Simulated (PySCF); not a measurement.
C₄H₃N₃.
Bonds: N1–C2 (triple), C2–C3, C3–C4 (aromatic), C4–C5 (aromatic), C5–N6 (aromatic), N6–N7 (aromatic), C3–N7 (aromatic). Hydrogens: H8 on C4; H9 on C5; H10 on N7.

The closed-shell ground state was solved at several levels (PySCF, density fitting, gas phase, non-relativistic). Isolated species at its GFN2-xTB geometry, gas phase.

```json
{"level": "B3LYP/pcJ-1", "basis functions": "219", "total energy (Eh)": "-318.4502", "HOMO (eV)": "-7.70", "LUMO (eV)": "-1.57", "gap (eV)": "6.13", "dipole (D)": "2.15"}
{"level": "PBE0/pcSseg-1", "basis functions": "134", "total energy (Eh)": "-318.0410", "HOMO (eV)": "-7.95", "LUMO (eV)": "-1.39", "gap (eV)": "6.56", "dipole (D)": "2.13"}
```

**Question.** Estimate the row for B3LYP/def2-SVPD, a basis of 164 functions; the other rows only guide the guess.

**Answer.** Total energy -318.2246 Eh, HOMO -7.75 eV, LUMO -1.66 eV, gap 6.09 eV, dipole 2.19 D.

**Question.** Over all these levels, which gives the widest orbital gap and which the narrowest?

**Answer.** PBE0/pcSseg-1 (global hybrid, 25 % exact exchange) has the widest, 6.56 eV, and B3LYP/def2-SVPD (global hybrid, 20 % exact exchange) the narrowest, 6.09 eV. Functional and basis both differ between the two, so the spread mixes both effects.

**Question.** How far do the dipole and the HOMO energy spread over the levels?

**Answer.** The dipole runs from 2.13 to 2.19 D (mean 2.16 D) and the HOMO from -7.95 to -7.70 eV.
